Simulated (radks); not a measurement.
Spherical quantum dot in the effective-mass picture: electrons in a parabolic well V = omega^2 r^2 / 2 with omega = 0.367, with a point charge +1 (a donor) at the centre, all in effective atomic units (hartree* = m*/eps^2 hartree, bohr* = eps/m* bohr), one dielectric constant everywhere. Method: non-relativistic Kohn-Sham, LDA (Slater exchange, Perdew-Wang correlation), spin-polarised, spherical densities; computed with a radial shooting solver with Libxc functionals. Levels are named by radial order and angular momentum (1s, 1p, 1d, 2s, ...), and open shells are averaged over m. Results are scaled to m* = 0.385 and eps = 5.1, for which hartree* = 402.8 meV and bohr* = 0.701 nm.

N = 3, configuration 1s2 1p(up 1, down 0). This is the lowest configuration that the search found. Occupied and some empty levels:

level    occupation  eigenvalue (meV)  <r> (nm)
1s up             1            357.38     1.079
1s down           1            368.56     1.057
1p up             1            549.30     1.784
1p down           0            566.17     1.789
2s up             0            630.72     1.890
2s down           0            642.33     1.915
1d up             0            689.70     2.153
1d down           0            705.42     2.172
1f up             0            829.06     2.446
1f down           0            842.29     2.470

Energy (meV): total 492.835, kinetic 540.45, external -588.38, Hartree 889.21, exchange-correlation -348.44.

Electron density:

r (nm)  n(r) (e/nm^3)
0.132           1.069
0.352          0.5908
0.573          0.3426
0.793          0.2090
1.01           0.1330
1.23          0.08724
1.45          0.05772
1.67          0.03762
1.89          0.02372
2.11          0.01424
2.34         0.008021
2.56         0.004229
2.78         0.002074
